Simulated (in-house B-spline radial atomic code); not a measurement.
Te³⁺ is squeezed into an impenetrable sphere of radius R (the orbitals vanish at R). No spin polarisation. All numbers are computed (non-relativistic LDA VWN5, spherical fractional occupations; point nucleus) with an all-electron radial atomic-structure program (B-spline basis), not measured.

Energies in eV above the free ion in [Kr] 4d10 5s2 5p1:

| R (bohr) | highest level (eV) | [Kr] 4d10 5s2 5p1 | [Kr] 4d10 4f1 5s2 | [Kr] 4d10 5s1 5p2 | -dE/dV in [Kr] 4d10 5s2 5p1 (GPa) |
| --- | --- | --- | --- | --- | --- |
| 8.87 | -31.8 | 1.542e-05 | 19.45 | 9.669 | 4.46e-05 |
| 6.8 | -31.8 | 0.003217 | 19.62 | 9.674 | 0.015 |
| 5.45 | -31.7 | 0.08788 | 20.23 | 9.797 | 0.605 |
| 4.2 | -30.4 | 1.549 | 22.79 | 11.68 | 16.7 |
| 3.52 | -27 | 6.791 | 28.23 | 17.9 | 101 |
| 2.91 | -17.6 | 25.25 | 44.17 | 38.49 | 560 |
| 2.48 | -0.679 | 66.25 | 77.7 | 82.42 | 2150 |
| 2.05 | 41 | 189.9 | 179 | 211.1 | 10100 |
| 1.65 | 144 | 580.5 | 508.2 | 608.3 | 55200 |
| 1.59 | 170 | 696.8 | 608 | 725.7 | 73100 |

**Question.** Does [Kr] 4d10 4f1 5s2 fall below [Kr] 4d10 5s2 5p1 under compression?

**Answer.** Yes, between R = 2.48 and 2.05 bohr the order changes (near 2.26 bohr by linear interpolation).

**Question.** Does [Kr] 4d10 5s1 5p2 fall below [Kr] 4d10 5s2 5p1 under compression?

**Answer.** No, it stays above over the whole range.

The highest level is first positive in the row R = 2.05 bohr, pushed up by confinement above the zero of the free ion's potential. Each configuration is held fixed and needn't be the lowest in the sphere.
